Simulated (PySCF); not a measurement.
NMR data simulated for an unnamed compound:

1H NMR (300 MHz, computed): δ 13.14 (d, 1H), 5.02 (m, 1H), 4.93 (m, 1H), 4.19 (m, 2H), 3.99 (m, 2H), 0.88 (d, 3H).

13C{1H} NMR (computed): δ 261.0 (CH), -7.2 (CH3).

PySCF 2.14.0 with density-fitted response routines calculation with shielding tensors at PBE0/pcSseg-1 (GIAO) and geometry: GFN2-xTB; averaged over atoms made equivalent by symmetry, fast rotation or ring inversion, non-relativistic, no solvent, one conformer.

References, each an isolated molecule treated in the same way: 1H (σ = 31.72 ppm), 13C (σ = 186.93 ppm) vs TMS.

Which of these does the molecule contain: a tert-butyl group, a Si–H bond, an ester, a Si–CH3 group, a CF3 group?

Answers


- A tert-butyl group: no.
- A Si–H bond: yes (δH 5.02 (m)).
- An ester: no.
- A Si–CH3 group: yes (δC -7.2; δH 0.88 (d)).
- A CF3 group: no.

The data belong to `InChI=1S/C2H10OSi4/c1-6-4-7(2-3)5-6/h2,6-7H,4-5H2,1H3/t6-,7+`; they needn't prove each group on their own.

Carbon signals by region: 1 in the far downfield region (above 160 ppm), 1 below 50 ppm. Above 160 ppm: 261.0, carbonyl carbon.

Shifts are as computed. Against solution values, carbons near 30 ppm lie about +3 ppm off and those near 130 ppm about +5 ppm. Of 1309 compounds with measured shifts, 239 miss one by over three times the rms of a fit or turn the order of signals round; such compounds aren't used in these exercises. Multiplicities follow the n + 1 count of equivalent neighbours, as no J values were calculated; m marks all less simple cases, F and P coupling included.
